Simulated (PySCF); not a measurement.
C$_{4}$H$_{7}$ (SMILES [CH]1CCC1), doublet, at a GFN2-xTB geometry. Base run: CAMB3LYP/6-31G in PySCF.

PySCF was given this input:
```python
from pyscf import gto, scf, dft

mol = gto.M(
    atom='''
C     0.007887    1.067741    0.046646
C    -0.007638   -1.033995   -0.045172
C    -1.084676    0.068067    0.007510
C     1.085566    0.052462   -0.002244
H     0.015788    2.137369    0.093374
H    -0.015994   -1.625766   -0.957510
H    -0.008597   -1.703128    0.812083
H    -1.733077    0.040505    0.890341
H    -1.740431    0.117415   -0.868918
H     1.741413    0.015522    0.874726
H     1.734059    0.092432   -0.884534
''',
    basis='6-31g',
    charge=0,
    spin=1,
    verbose=4,
)

mf = dft.UKS(mol)
mf.xc = 'camb3lyp'
mf.kernel()
```

Each row names what was changed in the base input (with any setting that the change needs).

| change | ΔE vs base (µEh) | SCF cycles | <S^2> |
|---|---|---|---|
| base | 0.0 | 10 | 0.755 |
| conv_tol = 1e-12 | 0.0 | 12 | 0.755 |
| DIIS = ADIIS | 0.0 | 15 | 0.755 |
| init_guess = vsap | 0.0 | 11 | 0.755 |
| diis = off; damp = 0.3 (with mf.diis_start_cycle = 200; with mf.max_cycle = 150) | 0.0 | 18 | 0.755 |
| level_shift = 0.3 (with mf.max_cycle = 100) | 0.0 | 13 | 0.755 |
| solver = newton; init_guess = 1e | 0.0 | - | 0.755 |
| level_shift = 0.1 (with mf.max_cycle = 100) | 0.0 | 10 | 0.755 |
| solver = newton | 0.0 | - | 0.755 |
| init_guess = huckel | 0.0 | 11 | 0.755 |
| diis_space = 12 | 0.0 | 10 | 0.755 |
| conv_tol = 1e-7 | 0.0 | 8 | 0.755 |
| diis = off (with mf.max_cycle = 100) | 0.0 | 87 | 0.755 |

Open shells are given as the SCF converged; they aren't shown to be the lowest states, and a large step between rows can be another state.
